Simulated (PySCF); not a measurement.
Molecule: sum formula H6SiN3O, charge -1, multiplicity 1. It need not be the lowest isomer of its formula. Whether it binds its extra electron was not tested at this geometry. 
Geometry from a B3LYP-D3(BJ)/def2-TZVP (Ansatz) optimisation:
```
Si
N 1 1.6448
H 2 1.0154 1 116.29
O 1 1.7130 2 121.35 3 51.27
H 4 0.9611 1 108.58 2 68.37
N 1 1.7745 2 106.92 3 169.78
H 6 1.0120 1 113.06 2 134.50
H 6 1.0123 7 108.64 1 121.76
N 1 1.7864 2 120.22 3 -68.64
H 9 1.0113 1 111.71 2 -3.60
H 9 1.0124 10 108.65 1 -125.49
```
Charge -1, spin multiplicity 1.

Dispersion corrections to the total energy (kcal/mol) from the dftd3 and dftd4 libraries through PySCF: D3(BJ) without and D4 with the three-body term, each with the damping fitted for the functional named.

```csv
functional,D3(BJ),D4
CAM-B3LYP,-4.15,-5.23
PBE,-5.28,-6.19
r2SCAN,-1.49,___
BP86,-8.42,-8.20
BLYP,___,-13.70
BHLYP,-7.28,-7.26
B2PLYP,-4.31,___
```

What belongs in the gaps?


- r2SCAN, D4: -1.53
- BLYP, D3(BJ): -11.23
- B2PLYP, D4: -4.32
